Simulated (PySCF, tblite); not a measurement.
Calculations on malonyl radical, `O=C(O)[CH]C(=O)O`, in the order of a workflow; each names the level of the geometry that it ran on. Settings lines and outputs come from a driver script.

Malonyl radical, C3H3O4 (doublet state).
Numbering: `[O:1]=[C:2]([OH:3])[CH:4][C:5](=[O:6])[OH:7]` (hydrogens: H8 on O3; H9 on C4; H10 on O7)

Step 1: GFN2-xTB geometry optimisation, gas phase (tblite 0.8.0) (from a force-field or distance-geometry start)
```json
{"job": {"kind": "relax", "xc": "GFN2-xTB", "basis": "xTB"}, "charge": 0, "multiplicity": 2}
```
```
step      E/eV     max force
  0    -656.03207    3.919
  1    -656.43040    3.069
  2    -656.67154    1.491
...
 73    -657.37697    0.024
 74    -657.37699    0.036
 75    -657.37701    0.023
 76    -657.37704    0.012
 77    -657.37705    0.008
```

Energy lowered by 31.0 kcal/mol over 77 steps; largest atomic force 0.008 eV/Å at the end. «max force» is the largest atomic force in eV/Å.

Step 2: GFN2-xTB harmonic vibrations, gas phase (tblite 0.8.0) (on the GFN2-xTB geometry)
```json
{"job": {"kind": "ir", "xc": "GFN2-xTB", "basis": "xTB"}, "charge": 0, "multiplicity": 2}
```
```
(table of modes left out)
```

24 modes from 27 to 3455 cm⁻¹ (unscaled, harmonic); zero-point energy 37.9 kcal/mol; all wavenumbers are real at this level.

Step 3: PBE0-D3(BJ)/def2-SVP geometry optimisation, gas phase (PySCF 2.14.0) (from the GFN2-xTB geometry)
```json
{"job": {"xc": "PBE0", "basis": "def2-SVP", "d3": "d3bj", "grid": 1, "shake": 0.01, "kind": "geom"}, "charge": 0, "multiplicity": 2}
```
```
step   0  E = -416.24338962  max force = 0.044133
step   1  E = -416.24729489  max force = 0.010655
step   2  E = -416.24884963  max force = 0.006891
step   3  E = -416.24833489  max force = 0.006305
...
step   9  E = -416.24940303  max force = 0.000474
step  10  E = -416.24941892  max force = 0.000584
step  11  E = -416.24942987  max force = 0.000735
step  12  E = -416.24943723  max force = 0.000436
optimisation converged
```

Final energy -416.24944 Eh after 12 steps; dipole 1.13 D. Energies in Eh; «max force» is the largest Cartesian gradient component in Eh/bohr.

Step 4: UKS B3LYP, IGLO-III on C O, pcH-1 on H, non-relativistic, mean-field spin-orbit, GIAO (PySCF 2.14.0) (on the PBE0-D3(BJ)/def2-SVP geometry)
```json
{"job": {"kind": "epr"}, "charge": 0, "multiplicity": 2}
```
```
...
E = -417.18205962 Eh   <S^2> = 0.7597 (exact 0.7500)
g shifts (ppm)      1          2          3
  rmc          -194       -194       -194
  gc             -2         44         46
  oz_so          21       2380       4590
  total        -175       2230       4443
hyperfine (MHz)  atom isotope    a_iso     a_fc   dipolar eigenvalues
    0   17O      -9.23      -9.23    -46.12     22.91     23.21
    1   13C     -37.08     -37.08     -8.55      1.94      6.61
    2   17O       3.65       3.65     -4.79      1.67      3.12
    3   13C      67.17      67.17    -67.14    -66.32    133.46
    4   13C     -37.00     -37.00     -9.09      2.55      6.54
    5   17O     -10.26     -10.26    -50.08     24.84     25.24
    6   17O       4.19       4.19     -1.85      0.27      1.58
    7    1H      -3.24      -3.24     -2.22     -1.82      4.04
    8    1H     -55.01     -55.01    -30.49     -2.88     33.37
    9    1H      -2.48      -2.48     -2.17     -1.27      3.44
```

⟨S²⟩ 0.760; g_iso 2.0045. rmc, gc and oz_so are the mass-correction, gauge-correction and orbital-Zeeman/spin–orbit parts of the g shift along its three principal axes; a_iso is the isotropic hyperfine coupling and a_fc its Fermi-contact part. The log counts atoms from 0, this text from 1.

Task: Which step took the most CPU time, and about what did each take on Arm Neoverse V1, one thread, shared host?

Result: Step 3, about 63 % of the total. CPU time by step: 1: 0.31 s, 2: 0.19 s, 3: 87 s, 4: 50 s.

Geometry of the electronic-property runs (PBE0-D3(BJ)/def2-SVP):
```
atom  x, y, z in Å
O1     0.588    1.754   -0.338
C2     0.998    0.666   -0.017
O3     2.275    0.439    0.337
C4     0.219   -0.573    0.048
C5    -1.191   -0.744   -0.307
O6    -1.720   -1.833   -0.263
O7    -1.832    0.365   -0.671
H8     2.731    1.293    0.281
H9     0.721   -1.484    0.377
H10   -2.740    0.097   -0.877
```

 (This holds for the electronic-property runs.)

One conformer stands for the species.
